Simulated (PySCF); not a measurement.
**Two-component Hartree-Fock for Ta⁴⁵⁺ (tantalum, charge +45)**

Start: [Ar] 3d10. Calculated with PySCF 2.14 in an uncontracted even-tempered set (18 s from 3.7 bohr⁻², ratio 2.6; 15 p from 4.8 bohr⁻², ratio 2.6; 10 d from 4.8 bohr⁻², ratio 2.6; 5 f from 4.9 bohr⁻², ratio 2.8): generalised Hartree-Fock with the X2C-1e Hamiltonian and a Gaussian nucleus; spin-orbit coupling (SO) screened by Boettger's factors.

```json
{"spinor shell": "1s1/2", "electrons": "2", "ε, screened SO (eV)": "-70040.8", "weight of nominal j (screened SO)": "1.000", "rms radius, screened SO (bohr)": "0.0211"}
{"spinor shell": "2s1/2", "electrons": "2", "ε, screened SO (eV)": "-14007.4", "weight of nominal j (screened SO)": "1.000", "rms radius, screened SO (bohr)": "0.0851"}
{"spinor shell": "2p1/2", "electrons": "2", "ε, screened SO (eV)": "-13476.2", "weight of nominal j (screened SO)": "1.000", "rms radius, screened SO (bohr)": "0.0724"}
{"spinor shell": "2p3/2", "electrons": "4", "ε, screened SO (eV)": "-12194.2", "weight of nominal j (screened SO)": "1.000", "rms radius, screened SO (bohr)": "0.0797"}
{"spinor shell": "3s1/2", "electrons": "2", "ε, screened SO (eV)": "-4865.0", "weight of nominal j (screened SO)": "1.000", "rms radius, screened SO (bohr)": "0.214"}
{"spinor shell": "3p1/2", "electrons": "2", "ε, screened SO (eV)": "-4633.8", "weight of nominal j (screened SO)": "1.000", "rms radius, screened SO (bohr)": "0.205"}
{"spinor shell": "3p3/2", "electrons": "4", "ε, screened SO (eV)": "-4340.1", "weight of nominal j (screened SO)": "1.000", "rms radius, screened SO (bohr)": "0.218"}
{"spinor shell": "3d3/2", "electrons": "4", "ε, screened SO (eV)": "-3964.9", "weight of nominal j (screened SO)": "1.000", "rms radius, screened SO (bohr)": "0.192"}
{"spinor shell": "3d5/2", "electrons": "6", "ε, screened SO (eV)": "-3900.9", "weight of nominal j (screened SO)": "1.000", "rms radius, screened SO (bohr)": "0.195"}
```

| quantity | screened SO |
| --- | --- |
| E (hartree) | -14214.02357 |
| M_J | 0 |
| ⟨J²⟩ | 0.000 |
| ⟨L²⟩ | 0.057 |
| ⟨S²⟩ | 0.057 |

Breit and QED terms are absent; they matter most for the inner s and p1/2 levels.

Densities and radii are taken from the X2C orbitals without a picture-change correction, which distorts them close to the nucleus.
